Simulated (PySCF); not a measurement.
Dipole response of Br⁻ (bromine, charge -1)

[Kr], closed-shell 1S. All numbers are calculated (PySCF 2.14, the spin-free X2C one-electron Hamiltonian (Gaussian nucleus), in x2c-QZVPPall with one added diffuse shell each of s, p, d, f type (12s9p6d5f1g, 113 functions)). Coupled (time-dependent) response in atomic units; α is the mean over directions.

```
   method  mean α (bohr³)  C₆ (like pair)  S(−4)
CAM-B3LYP           43.96           491.5  521.9
```

S(−4) is the Cauchy moment in α(ω) = α(0) + S(−4) ω² + …

α(iu) at CAM-B3LYP:

| u (hartree) | α(iu) (bohr³) |
| --- | --- |
| 0 | 43.96 |
| 0.0500 | 42.71 |
| 0.100 | 39.50 |
| 0.200 | 31.21 |
| 0.300 | 23.92 |
| 0.500 | 14.56 |
| 0.750 | 8.770 |
| 1.00 | 5.834 |
| 1.50 | 3.130 |
| 2.00 | 1.976 |
| 3.00 | 1.034 |
| 5.00 | 0.4687 |

A single London oscillator, α(iu) = α/(1 + u²/ω²), gives C₆ = (3/4) ω α². Matching the computed C₆ needs ω = 4 × 491.5 / (3 × 43.96²) = 0.339 hartree.

For an ion, C₆ is the dispersion term alone; charge-induced terms of lower order in 1/R come first.
